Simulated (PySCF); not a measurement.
Constitutional and geometric isomers with formula C2H6OSi. All species are isolated molecules in the gas phase. One relaxed conformer stands for each flexible species; it need not be the lowest. Strings in code marks are SMILES.

All values below come from B3LYP-D3(BJ)/def2-TZVP in PySCF. All candidates: neutral, multiplicity 1. B3LYP has the VWN-RPA correlation part, as in Gaussian. Excitations are Tamm–Dancoff values on a coarser integration grid. The basis has no diffuse functions, so Rydberg states are missing or too high.

The S1 excitation (TDA) is 4.43 eV and the HOMO–LUMO gap comes out as 5.18 eV. The brightest of the four lowest singlets (TDA) comes out as 5.41 eV.

Task: Say which member has these values.
A) `C/C=[SiH]/O` (C–Si–O–H torsion 0°)
B) `O[C@@H]1C[SiH2]1` (H–O–C–Si torsion 142°)
C) `O/C=C/[SiH3]` (H–O–C–C torsion 0°)
D) `C[C@@H]1O[SiH2]1`

Result: A, `C/C=[SiH]/O` (C–Si–O–H torsion 0°). The others give `C[C@@H]1O[SiH2]1`: 5.79 eV, 6.46 eV, 5.79 eV; `O/C=C/[SiH3]` (H–O–C–C torsion 0°): 6.19 eV, 6.77 eV, 7.10 eV; `O[C@@H]1C[SiH2]1` (H–O–C–Si torsion 142°): 6.12 eV, 6.61 eV, 6.12 eV
